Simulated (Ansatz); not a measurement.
FI3Si, SMILES `F[Si](I)(I)I`, relaxed with RKS PBE0-D4/def2-TZVP in the Gaussian-basis code of Ansatz from a PBE-D4/def2-SVP geometry. The force threshold is 0.005 eV/Å; the program also tests the step.

The species carries charge 0 and has multiplicity 1. I: def2 effective core potential.

Start:

```xyz
5

F     1.321    0.600   -0.973
Si    0.088    0.040   -0.065
I     0.711   -2.186    0.730
I    -0.222    1.594    1.797
I    -1.897   -0.048   -1.490
```

| step | energy (eV) | largest force (eV/Å) | largest move (Å) |
| --- | --- | --- | --- |
| 1 | -34899.7893 | 1.291 | 0.000 |
| 2 | -34899.8187 | 0.970 | 0.052 |
| 3 | -34899.8381 | 0.452 | 0.024 |
| 4 | -34899.8414 | 0.011 | 0.008 |
| 5 (rejected) | -34899.8414 | 0.009 | 0.003 |
| 6 | -34899.8414 | 0.000 | 0.001 |

End:

```xyz
5

F     1.290    0.586   -0.950
Si    0.091    0.041   -0.067
I     0.705   -2.158    0.719
I    -0.216    1.576    1.772
I    -1.870   -0.046   -1.473
```

Run time 46 s (4 threads of an Arm Neoverse V1 on a shared host); peak host memory 0.81 GiB.
